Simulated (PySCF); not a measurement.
Gas-phase reaction: TiF₄ + 2 O₃ → TiO₂ + 4 FO

Computed with PySCF (xtb for GFN2) and rigid-rotor harmonic-oscillator thermochemistry at 1 bar. † marks an energy on the PBE0/def2-TZVP geometry and frequencies; other levels use their own. MP2 freezes the core. Open shells (unrestricted): FO (multiplicity 2, electronic degeneracy 4); the rest are closed-shell singlets. GFN2 has no spin-polarisation term. Spin-orbit splitting is ignored; it lowers the true energy and changes the entropy of FO. B3LYP is the form with VWN-RPA correlation. MP2 isn't extrapolated to the basis-set limit; its ΔH°(298 K) is 1486.1 kJ in def2-SVP and 1502.7 kJ in def2-TZVPP. The harmonic model lacks anharmonicity and excited electronic states, which grow with temperature; levels with a mode under 35 cm⁻¹ are left out. Strong static correlation: O₃.

```json
[
 {"level": "B3LYP/def2-TZVP†", "ΔE electronic, kJ": "1342", "ΔH°(298 K), kJ": "1326", "ΔS°(298 K), J/K": "344", "ΔG°(2500 K), kJ": "487"},
 {"level": "BLYP/def2-TZVP†", "ΔE electronic, kJ": "1375", "ΔH°(298 K), kJ": "1359", "ΔS°(298 K), J/K": "344", "ΔG°(2500 K), kJ": "521"},
 {"level": "GFN2-xTB", "ΔE electronic, kJ": "2198", "ΔH°(298 K), kJ": "2183", "ΔS°(298 K), J/K": "342", "ΔG°(2500 K), kJ": "1354"},
 {"level": "MP2/def2-SVP†", "ΔE electronic, kJ": "1502", "ΔH°(298 K), kJ": "1486", "ΔS°(298 K), J/K": "344", "ΔG°(2500 K), kJ": "647"},
 {"level": "PBE/def2-SVP", "ΔE electronic, kJ": "1452", "ΔH°(298 K), kJ": "1438", "ΔS°(298 K), J/K": "343", "ΔG°(2500 K), kJ": "608"},
 {"level": "PBE0/def2-TZVP", "ΔE electronic, kJ": "1352", "ΔH°(298 K), kJ": "1336", "ΔS°(298 K), J/K": "344", "ΔG°(2500 K), kJ": "498"},
 {"level": "r2SCAN/def2-TZVP†", "ΔE electronic, kJ": "1399", "ΔH°(298 K), kJ": "1383", "ΔS°(298 K), J/K": "344", "ΔG°(2500 K), kJ": "545"},
 {"level": "LDA/def2-TZVP†", "ΔE electronic, kJ": "1606", "ΔH°(298 K), kJ": "1590", "ΔS°(298 K), J/K": "344", "ΔG°(2500 K), kJ": "752"},
 {"level": "ωB97M-V/def2-TZVP†", "ΔE electronic, kJ": "1356", "ΔH°(298 K), kJ": "1340", "ΔS°(298 K), J/K": "344", "ΔG°(2500 K), kJ": "501"},
 {"level": "ωB97X-V/def2-TZVP†", "ΔE electronic, kJ": "1347", "ΔH°(298 K), kJ": "1331", "ΔS°(298 K), J/K": "344", "ΔG°(2500 K), kJ": "492"}
]
```
ΔH° is lowest at B3LYP/def2-TZVP† and highest at GFN2-xTB. No reference value is set beside these.
